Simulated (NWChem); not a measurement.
# InP2H5; SMILES [PH2][InH][PH2]

Results from NWChem. The geometry was optimised at PBE0/def2-SVP. No frequency run checked for a minimum. def2 effective core potentials on In; no spin-orbit coupling. One conformer.

Diagonal of the polarisability tensor at PBE/def2-SVPD, static: 100.28, 143.15, 75.87 bohr³.

Problem. Find the mean polarisability volume, the molar refraction, and the refractive index that an ideal gas of it would have at 273.15 K and 1 atm.

Solution. 
1. Mean: one third of the trace = 106.43 bohr³ × 0.14818 Å³/bohr³ = 15.77 Å³.
2. Molar refraction (Lorentz-Lorenz): (4π/3) N_A α = 39.8 cm³/mol.
3. Number density p/kT = 2.687 × 10⁻⁵ Å⁻³; n − 1 = 2π N α = 26.63 × 10⁻⁴.
4. These hold the electronic response alone: vibrational and orientational terms add to the static dielectric constant.
